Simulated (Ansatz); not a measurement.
Species, as SMILES: [F][Ga] (F-Ga) (closed-shell singlet).
Atoms: Ga1, F2. Bonds: Ga1-F2.

Basis-set convergence of the highest harmonic wavenumber at PBE0 with Ansatz (an electronic-structure program). Each level at its own minimum, finite differences of forces, unscaled; the reference is a large set that could be run, not a limit. Cartesian d functions, on some or all atoms, in 6-31G, 6-31G**; all else is spherical. The program fits the integrals of some runs and decomposes those of others, by size. No added dispersion term, no relativity. Reference: the value in pcseg-3, 615 cm⁻¹, itself unsure by roughly 4 cm⁻¹ (its mean distance from cc-pVQZ, aug-pcseg-2, aug-cc-pVTZ). Deviations are taken from unrounded values.

```tsv
basis	functions	highest harmonic wavenumber (cm⁻¹)	minus reference (cm⁻¹)
6-31G	38	641	26
cc-pVDZ	41	649	34
def2-SVP	46	657	42
6-31G**	50	649	33
aug-pcseg-1	59	596	-19
def2-SVPD	61	602	-13
6-311G**	62	627	12
cc-pVTZ	73	625	10
pcseg-2	73	616	0
def2-TZVPP	79	618	3
aug-cc-pVTZ	105	611	-5
aug-pcseg-2	105	613	-3
cc-pVQZ	123	621	6
```
